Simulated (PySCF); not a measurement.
Simulated outer-valence photoelectron spectrum of `CCBN` (C2H8BN). The calculation used EOM-IP-CCSD/aug-cc-pVDZ in PySCF, restricted Hartree–Fock reference, 4 core orbitals frozen, non-relativistic, gas phase, PBE0-D3(BJ)/def2-SVP geometry.

Each root has a Gaussian of 0.5 eV full width with its one-hole share as area; cross sections and vibrations are left out, and the highest printed point is 100.

```csv
ionisation energy (eV),intensity
10.0,1
10.2,8
10.4,44
10.6,100
10.8,94
11.0,37
11.2,6
11.4,2
11.6,13
11.8,42
12.0,55
12.2,40
12.4,48
12.6,79
12.8,84
13.0,54
13.2,18
13.4,3
13.6,0
13.8,0
14.0,1
14.2,9
14.4,36
14.6,58
14.8,55
15.0,58
15.2,49
15.4,19
15.6,3
15.8,0
16.0,0
16.2,0
16.4,1
16.6,7
16.8,29
17.0,53
17.2,40
17.4,12
17.6,2
```

Question: Where are the maxima, and how many lines lie under the curve?

Answer: 6 maxima, at 10.7, 12.0, 12.7, 14.6, 15.0 and 17.0 eV, from 8 lines. At this width some lines have no maximum of their own.

Question: List the lines with their holes.

Answer: 
```csv
E (eV),leading hole (HF orbital),area,Koopmans (eV)
10.67,HOMO-1,0.94,11.63
10.70,HOMO,0.96,11.60
11.96,HOMO-2,0.96,12.78
12.58,HOMO-3,0.95,13.59
12.87,HOMO-4,0.95,13.74
14.60,HOMO-5,0.95,15.71
15.10,HOMO-6,0.95,16.24
17.03,HOMO-7,0.94,18.32
```

The widest gap, 1.93 eV, lies between 15.10 and 17.03 eV. Only orbitals with −ε under 21 eV, eight at most, were ionised, so the high end of the curve may lack lines.

The run took 7.5 min of wall time on an Arm Neoverse N1 with one thread, on a shared host.

Shape of the structure used: `[CH3:1][CH2:2][BH:3][NH2:4]`: C1–C2–B3–N4 134°, H–N4–B3–C2 178°, H–N4–B3–C2 -1°.

One conformer stands for the species.
